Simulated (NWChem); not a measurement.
# C2H4FNOSi; SMILES [Si@@]1(N)(OC=C1)F

```xyz
10

N      1.1759    -1.4725    -0.3767
Si    -0.0554    -0.3406    -0.1347
F     -1.3854    -1.2101     0.1537
C     -0.1244     1.2394    -1.0448
C      0.0178     1.7844     0.1857
O      0.0947     0.8277     1.1576
H      2.0991    -1.2037    -0.6919
H      1.1496    -2.3974     0.0347
H     -0.2077     1.7322    -2.0092
H      0.0776     2.8286     0.5177
```
Atoms are numbered in this order, from 1.

Computed with NWChem. Pople sets run with spherical d functions. All runs use the structure optimised with PBE0/def2-SVP. Vzz is the largest principal value of the second derivative of the potential at the nucleus (NWChem prints the opposite sign); η is the asymmetry. Non-relativistic.

```json
[
 {"level": "CAM-B3LYP/def2-SVP", "Vzz N1 (a.u.)": "-0.936", "η N1": "0.29", "Vzz O6 (a.u.)": "1.358", "η O6": "0.49"},
 {"level": "B3LYP/def2-TZVP", "Vzz N1 (a.u.)": "-0.871", "η N1": "0.34", "Vzz O6 (a.u.)": "1.363", "η O6": "0.47"},
 {"level": "B3LYP/6-31G*", "Vzz N1 (a.u.)": "___", "η N1": "0.31", "Vzz O6 (a.u.)": "___", "η O6": "0.52"}
]
```

### Question
Complete the blanks.

### Answer

- B3LYP/6-31G*, Vzz N1 (a.u.): -0.889
- B3LYP/6-31G*, Vzz O6 (a.u.): 1.324
